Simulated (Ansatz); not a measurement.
Species: sum formula H₅Si₂O₃, net charge -1, singlet state. It need not be the lowest isomer of its formula. Whether it binds its extra electron was not tested at this geometry. 
Geometry from a B3LYP-D3(BJ)/def2-TZVP (Ansatz, a program for electronic structure) optimisation:
```
Si
O 1 1.5497
O 1 1.6900 2 119.94
H 3 0.9617 1 109.95 2 -121.99
O 1 1.7051 2 115.29 3 -119.72
H 5 0.9624 1 107.50 2 -12.51
Si 1 2.3726 2 112.11 6 -114.22
H 7 1.4985 1 114.16 2 -62.13
H 7 1.4995 8 103.99 1 -124.34
H 7 1.5031 8 103.61 9 -107.96
```
Charge -1, spin multiplicity 1.

Basis-set convergence of Hartree-Fock and CCSD correlation energies (hartree) with Ansatz. Cores are frozen in the correlated levels unless marked. Spin-orbit coupling is left out. No relativistic terms. This anion needs diffuse functions, which these sets lack.

```json
[
 {"basis": "cc-pV(D+d)Z", "functions": "113", "E(HF)": "-805.52612", "E(corr, CCSD)": "-0.80791"},
 {"basis": "cc-pV(T+d)Z", "functions": "238", "E(HF)": "-805.65130", "E(corr, CCSD)": "-1.01319"},
 {"basis": "cc-pV(Q+d)Z", "functions": "443", "E(HF)": "(withheld)", "E(corr, CCSD)": "(withheld)"}
]
```

**Question.** What belongs in the gaps?

**Answer.** 
- cc-pV(Q+d)Z, E(HF): -805.68175
- cc-pV(Q+d)Z, E(corr, CCSD): -1.08387
